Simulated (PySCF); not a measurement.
Species: C₅H₁₀S₂.
Geometry (PBE0-D3(BJ)/def2-SVP, Å), atoms numbered from 1 in this order:
```
atom  x, y, z in Å
C1     2.8349   -0.3450   -0.2940
C2     1.5253    0.2020   -0.8345
C3     0.5731    0.6788    0.2563
S4    -0.0182   -0.6521    1.3511
C5    -1.5055   -0.9748    0.3681
C6    -2.1620    0.3654    0.1073
S7    -0.8868    1.5256   -0.4781
H8     3.3812    0.4191    0.2823
H9     2.6539   -1.2032    0.3715
H10    3.4912   -0.6799   -1.1108
H11    1.7180    1.0553   -1.5080
H12    1.0063   -0.5543   -1.4466
H13    1.0820    1.3999    0.9164
H14   -2.1527   -1.6406    0.9595
H15   -1.2467   -1.4849   -0.5731
H16   -2.9301    0.2948   -0.6790
H17   -2.6257    0.7551    1.0258
```

All values: CAM-B3LYP/def2-SVPD (PySCF, non-relativistic), on one gas-phase PBE0-D3(BJ)/def2-SVP geometry that isn't relaxed in the solvent. The solvent is an IEF-PCM continuum (Bondi radii, 1.10 Å for H, scaled by 1.2), and excitations are vertical TDDFT with non-equilibrium linear response and a frozen core. Specific hydrogen bonds and non-electrostatic terms are outside this model.

```csv
run,E − E(gas) (kcal/mol),HOMO (eV),HOMO–LUMO gap (eV),dipole (D),lowest singlet (eV),static polarisability (au)
gas,0.00,-7.86,8.76,1.22,5.12,98.0
P,-2.05,-7.87,8.83,1.44,5.14,113.9
Q,-4.60,-7.93,8.90,1.73,5.20,139.4
```

Question: The runs were made in benzene and methanol. Which run belongs to which solvent?

Answer: P = benzene, Q = methanol. The dielectric constants are 2.271 (benzene), 32.61 (methanol), and the energy falls further as ε rises. The optical constants n² used for the excitations are 2.25, 1.77 in the same order. In this model the ground state sees the solvent through ε alone.

Question: How constant is the ratio of the lowering to (ε − 1)/(2ε + 1)?

Answer: 
```
 solvent  (ε − 1)/(2ε + 1)  E − E(gas) (kcal/mol)  ratio (kcal/mol)  polarisation term (kcal/mol)
 benzene             0.229                  -2.05              -8.9                         -2.20
methanol             0.477                  -4.60              -9.6                         -5.39
```

The ratio changes by +8.0 % in size from benzene to methanol. The polarisation term is half the interaction of the solute with the induced surface charges.
